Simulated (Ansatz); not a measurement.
Relaxation of BCl₃F (5 atoms, charge 0, multiplicity 2), to a largest force component of 0.03 eV/Å in at most 50 steps.

The calculation used Ansatz 0.2.0, UKS PBE-D4/6-31G*.

```xyz
5
Properties=species:S:1:pos:R:3:forces:R:3
B -0.050 -0.003 -0.073 0.01 0.03 1.10
Cl -0.155 0.000 1.743 -0.06 -0.01 -1.04
F 1.140 0.001 -0.640 0.01 -0.01 -0.02
Cl -1.511 0.001 -1.028 0.00 -0.01 0.00
Cl 0.108 0.000 4.968 0.04 0.00 -0.04
```

Problem. Where does it end, and by what steps?

Solution. The run converged. After 10 steps the energy has fallen by 0.258 eV; Cl5 moved furthest, 1.39 Å.

```json
{"step": "0", "energy less start (eV)": "0.0000", "largest force component (eV/Å)": "1.101", "accepted": "yes"}
{"step": "1", "energy less start (eV)": "-0.0031", "largest force component (eV/Å)": "0.688", "accepted": "yes"}
{"step": "2", "energy less start (eV)": "-0.0641", "largest force component (eV/Å)": "0.615", "accepted": "yes"}
{"step": "3", "energy less start (eV)": "-0.0984", "largest force component (eV/Å)": "0.744", "accepted": "yes"}
{"step": "4", "energy less start (eV)": "-0.1291", "largest force component (eV/Å)": "0.853", "accepted": "yes"}
{"step": "5", "energy less start (eV)": "-0.1563", "largest force component (eV/Å)": "1.031", "accepted": "yes"}
{"step": "6", "energy less start (eV)": "-0.1873", "largest force component (eV/Å)": "1.221", "accepted": "yes"}
{"step": "7", "energy less start (eV)": "-0.2314", "largest force component (eV/Å)": "0.621", "accepted": "yes"}
{"step": "8", "energy less start (eV)": "-0.2541", "largest force component (eV/Å)": "0.095", "accepted": "yes"}
{"step": "9", "energy less start (eV)": "-0.2569", "largest force component (eV/Å)": "0.067", "accepted": "yes"}
{"step": "10", "energy less start (eV)": "-0.2577", "largest force component (eV/Å)": "0.004", "accepted": "yes"}
```

```xyz
5
Properties=species:S:1:pos:R:3
B -0.203 0.000 0.295
Cl -1.183 0.017 1.774
F 1.109 -0.018 0.394
Cl -0.997 0.008 -1.261
Cl 0.806 -0.006 3.768
```

Whether the end is a true minimum wasn't checked by a vibrational analysis.

The run took 23 s on 4 threads of Arm Neoverse V2, with other jobs on the host, peak memory 0.19 GiB.
